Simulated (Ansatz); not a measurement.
Geometry optimisation, RKS PBE-D4/def2-SVP in Ansatz 0.2.0.

input.yaml

```yaml
crystal:
  periodic: [false, false, false]
  atoms:
    - { symbol: Al, position_ang: [0.0, 0.0, 0.0] }
    - { symbol: Cl, position_ang: [0.0, 0.0, 2.23] }
    - { symbol: "N", position_ang: [1.6627, 0.0, -0.96] }
    - { symbol: H, position_ang: [2.1293, -0.9179, -1.2118] }
    - { symbol: H, position_ang: [2.1141, 0.9179, -1.2382] }
    - { symbol: "N", position_ang: [-1.6627, 0.0, -0.96] }
    - { symbol: H, position_ang: [-2.3316, -0.8164, -0.8614] }
    - { symbol: H, position_ang: [-1.9118, 0.8164, -1.5886] }
basis:
  gaussian: { orbitals: def2-SVP }
hamiltonian:
  xc: pbe
  dispersion: d4
relax:
  f_tol: 0.02
  max_steps: 40
```

Command:

```bash
$ ansatz run input.yaml --threads 2 --pin off --max-ram 3072MiB --backend cpu --events-out ev --progress --plain --runs-dir out
```

Problem. Where does it end, and by what steps?

Solution. It converged. The force dipped under the threshold on the way, but the program's further checks kept it going. After 13 steps the energy has fallen by 1.246 eV; H4 moved furthest, 1.28 Å.

| step | energy less start (eV) | largest force component (eV/Å) | accepted |
| --- | --- | --- | --- |
| 0 | 0.0000 | 1.693 | yes |
| 1 | -0.6235 | 1.115 | yes |
| 2 | -0.8805 | 0.812 | yes |
| 3 | -0.9976 | 0.673 | yes |
| 4 | -1.0789 | 0.329 | yes |
| 5 | -1.1388 | 0.316 | yes |
| 6 | -1.1878 | 0.247 | yes |
| 7 | -1.2186 | 0.177 | yes |
| 8 | -1.2431 | 0.040 | yes |
| 9 | -1.2400 | 0.561 | no |
| 10 | -1.2449 | 0.014 | yes |
| 11 | -1.2458 | 0.168 | yes |
| 12 | -1.2463 | 0.050 | yes |
| 13 | -1.2463 | 0.001 | yes |

```xyz
8
Properties=species:S:1:pos:R:3
Al -0.003 0.026 -0.076
Cl -0.014 0.137 2.041
N 1.562 0.101 -0.914
H 1.707 0.057 -1.924
H 2.458 0.195 -0.433
N -1.558 -0.137 -0.918
H -2.459 -0.180 -0.439
H -1.693 -0.199 -1.928
```

The run took 16 s on 2 threads of Arm Neoverse V2, with other jobs on the host, peak memory 0.12 GiB.
